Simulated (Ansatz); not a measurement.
Mulliken charges of CH$_{3}$BFN, SMILES `BC(=N)F` from r2SCAN/def2-TZVPP in Ansatz (PBE0-D4/def2-TZVP geometry).

```
atom   x (Å)   y (Å)   z (Å)  charge (e)
  B1  -0.351   0.865  -0.252      -0.048
  C2   0.571  -0.356   0.056       0.225
  N3   0.198  -1.488   0.452      -0.230
  F4   1.864  -0.224  -0.274      -0.177
  H5  -0.171   1.509  -1.238       0.028
  H6  -1.272   1.081   0.473       0.029
  H7  -0.779  -1.456   0.736       0.173
```

**Question.** By hand: the dipole of these point charges (1 e Å = 4.8032 D).

**Answer.** Σ q r = (-0.407, 0.082, 0.076) e Å, of length 0.422 e Å = 2.03 D.

**Question.** How does the dipole of the full density compare? (Best estimate.)

**Answer.** The calculation gave: (-0.424, 0.288, 0.044) e Å, 2.47 D; the point charges give 0.82 times that, at 23° from its direction.

Point charges leave out the atoms' own dipoles, such as those of lone pairs, and Mulliken's split depends on the basis, so the two needn't agree.
